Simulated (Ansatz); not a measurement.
Harmonic frequencies (cm⁻¹) at PBE0-D4/def2-TZVP from Ansatz: 159, 221, 318, 523, 614, 689, 781, 857, 940, 1024, 1167, 1250, 1377, 1939, 1966, 2550, 2627, 3585.

Q: Which molecule is it?
A. `B[NH][AlH2]`
B. `O[SiH]1BNB1`
C. `FC1=N[SiH2]C1`
D. `FB1N=CN1`

A: A.
